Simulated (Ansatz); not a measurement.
A nudged elastic band was laid between two geometries of Cl + Cl3FSi (6 atoms, charge 0, multiplicity 2).

Level of theory: UKS PBE-D4/def2-SVP (Ansatz).

| Property | Result |
| --- | --- |
| movable images | 8 |
| climbing image | no |
| spring | 5.0 eV/Å² |
| optimiser | quadratic models (default) |
| start path | through a guess of the saddle point |
| force threshold | 0.03 eV/Å |
| iteration limit | 60 |
| end points | relaxed |

Initial state:

```xyz
6
Properties=species:S:1:pos:R:3
Si 0.279 0.412 1.097
Cl -1.106 -1.035 1.664
Cl 1.962 -0.452 0.359
Cl -0.556 1.741 -0.190
Cl -1.226 -1.845 -0.972
F 0.649 1.179 2.473
```

Final state:

```xyz
6
Properties=species:S:1:pos:R:3
Si -0.138 -0.014 0.209
Cl -1.030 0.028 2.099
Cl 1.891 0.003 0.345
Cl -0.807 1.635 -0.802
Cl -0.783 -1.722 -0.716
F 0.869 0.071 3.297
```

(1) What changes between the two ends?

(2) Give the energies along the band, and the barrier.

The band took 20 iterations and roughly 15 core-minutes.

## Answers

(1) Bonds broken: Si1–F6. Bonds formed: Si1–Cl5. Cl + Cl3FSi becomes Cl4Si + F.

(2) The forces met the threshold. The highest image is number 9 of 0 to 9, 38.8 kcal/mol above the first end and 0.0 kcal/mol above the last; the last end lies 38.8 kcal/mol above the first. The highest image is an end point: on this band no image between the ends rises above it.

| image | path coordinate (Å) | energy (kcal/mol) | Si1–F6 (Å) | Si1–Cl5 (Å) |
| --- | --- | --- | --- | --- |
| 0 | 0.00 | 0.0 | 1.62 | 3.41 |
| 1 | 0.40 | 1.4 | 1.62 | 2.98 |
| 2 | 0.80 | 4.7 | 1.63 | 2.54 |
| 3 | 1.20 | 11.4 | 1.70 | 2.26 |
| 4 | 1.60 | 27.8 | 2.07 | 2.12 |
| 5 | 2.00 | 34.5 | 2.55 | 2.07 |
| 6 | 2.40 | 36.3 | 2.90 | 2.05 |
| 7 | 2.80 | 37.6 | 3.09 | 2.05 |
| 8 | 3.20 | 38.5 | 3.21 | 2.05 |
| 9 | 3.60 | 38.8 | 3.25 | 2.05 |

The run took 4.1 min on 4 threads of Intel(R) Xeon(R) Platinum 8375C CPU @ 2.90GHz (Ice Lake), with other jobs on the host, peak memory 0.26 GiB.
